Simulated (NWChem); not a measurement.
Molecule: C₃H₉Si, doublet; SMILES C[Si](C)C

All runs: NWChem. Pople sets run with spherical d functions. Spin-unrestricted. In the optimisation the excess spin sits in a (C3, its own frame). The geometry was optimised at PBE-D3(BJ)/def2-SVP, spin-unrestricted. Not confirmed as a minimum by frequencies. No stability test was run on the SCF state. B3LYP is NWChem's, with the RPA form of VWN correlation. Vertical excitations in the gas phase; the lowest state need not have the same character in each row. Excited states of an open shell can be spin-contaminated.

For level PBE/6-31+G*, TDA:

* **lowest excitation (eV)**: 3.67
* **lowest state with f > 0.02 (eV)**: 4.22
* **oscillator strength of that bright state**: 0.059
* **lowest empty minus highest occupied level, either spin (eV)**: 1.72

Question: What are these values for level B3LYP/6-31+G*, TDA?

Answer: 
- lowest excitation (eV): 4.07
- lowest state with f > 0.02 (eV): 4.55
- oscillator strength of that bright state: 0.070
- lowest empty minus highest occupied level, either spin (eV): 2.99
